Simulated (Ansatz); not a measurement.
A run for Ansatz (a quantum-chemistry and plane-wave program): R-r2SCAN/def2-TZVPPD on CH5ClS (a complex), monomers drawn apart or pushed together. Files ending in .json are basis or fitting sets from the Basis Set Exchange.

Ansatz 0.2 input:
```yaml
crystal:
  periodic: [false, false, false]
  atoms:
    - {symbol: S, position_ang: [-1.99326862, -0.38723822, -0.43804603]}
    - {symbol: H, position_ang: [-1.26360320, 0.64389455, -0.89302091]}
    - {symbol: H, position_ang: [-0.90949051, -1.01259155, 0.05505483]}
    - {symbol: C, position_ang: [-0.56281195, -0.11895658, 2.88045499]}
    - {symbol: Cl, position_ang: [0.59855906, -1.15085608, 1.97384550]}
    - {symbol: H, position_ang: [-0.95743276, -0.70237522, 3.70648256]}
    - {symbol: H, position_ang: [-0.02555764, 0.75058599, 3.24608729]}
    - {symbol: H, position_ang: [-1.35508115, 0.17157755, 2.19670105]}
basis:
  gaussian:
    orbitals: def2-TZVPPD.json
hamiltonian:
  xc: {name: r2SCAN}
scf: {lower_state_search: off}
```

It printed:

```
WARN ansatz: RAYON_NUM_THREADS=1 ignored (pool sized by the plan → 1); use --threads N
Functional definition: r2SCAN
these checks for a lower state are left out or cut short: stability, starts, cluster_reference, orbital_swaps, neighbouring_geometries, increment
integrals: 0.15 GiB planned
1111 factors; their error is unknown
mean field: 0.99 GiB planned
mean field evaluation 1: about -24470.3413 eV, gradient 4.7e1 eV
mean field evaluation 2: about -24465.3413 eV, gradient 6.2e1 eV
mean field evaluation 4: about -24475.5310 eV, gradient 2.1e0 eV
mean field evaluation 8: about -24475.5393 eV, gradient 3.2e-2 eV
mean field evaluation 16: about -24475.5053 eV, gradient 1.2e-4 eV
mean field -24475.50528724 eV, -899.4582292128 hartree, gradient 1.7e-6 eV, S^2 0.000000; 0 other end points of the search recorded, 0 dependent functions left out
reference -24475.50531337 eV, -899.4582301729 hartree; 22, 22 occupied and 202, 202 virtual orbitals, 1111 factors
Total energy: -24475.50531337 eV, -899.4582301729 hartree
Checks for a lower state left out: stability, starts, cluster_reference, orbital_swaps, neighbouring_geometries, increment
```

Self-consistency was reached.

Cost: around 5 core-seconds (rough).
